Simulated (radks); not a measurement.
Values are calculated unless marked as measured or tabulated.
Task: The iodine ion I2+, [Kr] 4d10 5s2 5p3. Code: a radial shooting solver on a logarithmic mesh with Libxc functionals. Model: non-relativistic Kohn-Sham, PBE, spin-polarised, spherical densities, point nucleus. Every spin shell is full or empty, so the densities are truly spherical. Functionals are evaluated on that one density, not self-consistently. Rank these exchange functionals by their error against the exact value of the orbitals, and give that value: LDA, revPBE, OPTX, B86b, G96, TPSS, revTPSS, TASK.

Result: Exact: -173.382 hartree. From best to worst, with 100 (|E| - |E exact|)/|E exact| (equal figures are ties): B86b -0.02, revPBE -0.30, TPSS -0.32, G96 +0.34, revTPSS -0.94, OPTX +1.28, TASK -2.21, LDA -4.76.
